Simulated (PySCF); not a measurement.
Compound: 2-methyl-1,3-cyclopentanedione, C6H8O2.
SMILES with atom numbers: `[CH3:1][CH:2]1[C:3](=[O:4])[CH2:5][CH2:6][C:7]1=[O:8]` (hydrogens: H9, H10, H11 on C1; H12 on C2; H13, H14 on C5; H15, H16 on C6)

Structure optimised with GFN2-xTB, isolated species.

Problem. List the bond lengths, angles and torsions at this level.

Solution. 
```
                 bond  length (Å)
                C1–C2       1.527
         C2–C3, C2–C7       1.516
         C3=O4, C7=O8       1.200
         C3–C5, C6–C7       1.517
                C5–C6       1.525
C1–H9, C1–H10, C1–H11       1.087
               C2–H12       1.098
       C5–H13, C6–H16       1.090
       C5–H14, C6–H15       1.092
```

Bonds in one row agree within 0.01 Å and their mean is given. A selection of angles:
```
     angle  degrees
  C2–C1–H9    110.1
 H9–C1–H10    108.6
  C1–C2–C3    114.1
 C1–C2–H12    108.7
  C3–C2–C7    105.5
 C3–C2–H12    107.0
  C2–C3–O4    125.7
  C2–C3–C5    108.9
  O4–C3–C5    125.4
  C3–C5–C6    107.0
 C3–C5–H13    109.3
 C3–C5–H14    108.0
 C6–C5–H13    113.0
 C6–C5–H14    112.5
H13–C5–H14    106.9
 C5–C6–H15    112.6
```

Dihedral angles: C1–C2–C3–O4 38° (synclinal); C2–C3–C5–C6 11° (synperiplanar); C3–C5–C6–C7 -1° (synperiplanar); C5–C6–C7–O8 171° (antiperiplanar); C1–C2–C7–C6 141° (anticlinal).

Of the pairs four or more bonds apart, O4···H10 is among the closest relative to their van der Waals radii: 2.79 Å, 102 % of the sum of Bondi's values. The 5-membered ring C2–C3–C5–C6–C7 has internal angles of 105.5° to 109.0° (sum 537°, against 540° for a flat polygon); it is slightly puckered (a soft mode that the optimisation may not have finished), 0.07 Å rms from its mean plane, widest ring torsion 16°.

GFN2-xTB frequencies: not computed here. The numbers are those of one conformer.
